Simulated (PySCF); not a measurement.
Continuum solvent and chemical shifts

Numbering as in the mapped SMILES `[H]/[N:1]=[CH:2]/[c:3]1[cH:4][cH:5][c:6]([NH2:7])[cH:8][cH:9]1`. Each H is labelled by its parent atom.

GIAO PBE0/pcSseg-1 in PySCF on one PBE0-D3(BJ)/def2-SVP conformer, non-relativistic, equivalent nuclei averaged. Solvents enter as an IEF-PCM continuum (benzene with ε = 2.3, tetrahydrofuran with ε = 7.4) around the gas-phase geometry. Shifts are referred to TMS computed in the same medium.

In benzene, δ in ppm: C2 174.4, C6 155.5, C4/C9 137.0, C3 130.6, C5/C8 116.5, H(N1) 9.66, H(C2) 8.38, H(C4)/H(C9) 7.89, H(C5)/H(C8) 6.68, H(N7) 3.67. Dipole moment 3.87 D.

**Question.** How does each δ change in the more polar medium?

**Answer.** 
```json
{"atoms": "C2", "environment": "C=N carbon", "Δδ, tetrahydrofuran": "+1.7"}
{"atoms": "C6", "environment": "aromatic carbon bearing nitrogen", "Δδ, tetrahydrofuran": "+1.5"}
{"atoms": "C4/C9", "environment": "aromatic CH", "Δδ, tetrahydrofuran": "+0.2"}
{"atoms": "C3", "environment": "substituted aromatic carbon", "Δδ, tetrahydrofuran": "-0.5"}
{"atoms": "C5/C8", "environment": "aromatic CH", "Δδ, tetrahydrofuran": "+0.9"}
{"atoms": "H(N1)", "environment": "hydrogen on an imine nitrogen", "Δδ, tetrahydrofuran": "-0.07"}
{"atoms": "H(C2)", "environment": "hydrogen on a C=N carbon", "Δδ, tetrahydrofuran": "+0.07"}
{"atoms": "H(C4)/H(C9)", "environment": "hydrogen on an aromatic CH", "Δδ, tetrahydrofuran": "+0.03"}
{"atoms": "H(C5)/H(C8)", "environment": "hydrogen on an aromatic CH", "Δδ, tetrahydrofuran": "+0.14"}
{"atoms": "H(N7)", "environment": "hydrogen on an aniline-type nitrogen", "Δδ, tetrahydrofuran": "+0.30"}
```

Changes are relative to benzene. The dipole moment becomes 4.43 D in tetrahydrofuran.

**Question.** Which nuclei move most (in ppm), and what does the model miss?

**Answer.** C2 (C=N carbon, +1.7 ppm) in tetrahydrofuran. A continuum only polarises the solute; specific hydrogen bonds, the anisotropy of aromatic solvents and changes of geometry or conformer are outside it.
